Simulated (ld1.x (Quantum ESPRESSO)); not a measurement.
**tungsten (W): excitation energies, all-electron against TM**

```
Element                 : tungsten
Generator               : ld1.x (Quantum ESPRESSO) 7.5
Type                    : norm-conserving Troullier–Martins (Kleinman–Bylander form)
Functional              : LDA (PZ)
Relativity              : scalar-relativistic
Frozen core             : [Kr] 4d10 4f14
Valence charge          : 14
Reference configuration : 5s2 5p6 5d4 6s2 6p0
Partial waves           : 5s (bound): rc 1.15 bohr; 5p (bound): rc 1.30 bohr; 5d (bound): rc 2.70 bohr
Local potential         : all-electron potential smoothed inside 1.60 bohr (lloc = -1)
Core correction         : none
```

Occupied shells without a wave of their own: 6s. They enter only through the test configuration that unscreens the potential.

Energies are relative to the spin-unpolarised reference configuration 5s2 5p6 5d4 6s2 6p0; without spin polarisation the order of configurations can differ from experiment. Spin-polarised rows fill each open shell by Hund’s rule, majority spin first.

```json
{"valence configuration": "5s2 5p6 5d4 6s0 6p0", "charge": "+2", "ΔE all-electron (eV)": "25.160", "error AE − PS (meV)": "+418"}
{"valence configuration": "5s2 5p6 5d3 6s0 6p0", "charge": "+3", "ΔE all-electron (eV)": "50.865", "error AE − PS (meV)": "+554"}
{"valence configuration": "5s2 5p6 5d5 6s1 6p0", "charge": "0", "ΔE all-electron (eV)": "1.549", "error AE − PS (meV)": "+123"}
{"valence configuration": "5s1 5p6 5d4 6s2 6p0", "charge": "+1", "ΔE all-electron (eV)": "85.697", "error AE − PS (meV)": "-249"}
{"valence configuration": "5s2 5p6 5d2 6s0 6p0", "charge": "+4", "ΔE all-electron (eV)": "88.406", "error AE − PS (meV)": "+733"}
{"valence configuration": "5s2 5p6 5d4 6s2 6p0 (spin-polarised)", "charge": "0", "ΔE all-electron (eV)": "-1.934", "error AE − PS (meV)": "+192"}
{"valence configuration": "5s2 5p6 5d4 6s1 6p0 (spin-polarised)", "charge": "+1", "ΔE all-electron (eV)": "6.052", "error AE − PS (meV)": "+395"}
```

**Question.** What are ΔE and the potential's error for 5s2 5p6 5d5 6s0 6p0?

**Answer.** ΔE = 9.985 eV all-electron; the error (AE − PS) is +309 meV.

**Question.** What are ΔE and the potential's error for 5s2 5p6 5d4 6s1 6p0?

**Answer.** ΔE = 9.133 eV all-electron; the error (AE − PS) is +170 meV.

Levels in the configuration 5s2 5p6 5d2 6s0 6p0:

| level | all-electron (eV) | pseudo (eV) |
| --- | --- | --- |
| 5s | -122.471 | -122.366 |
| 5p | -85.917 | -85.784 |
| 5d | -43.838 | -43.618 |

The 6s level has no wave, so the channel is fitted at the deeper level alone: the likely source of the large errors.
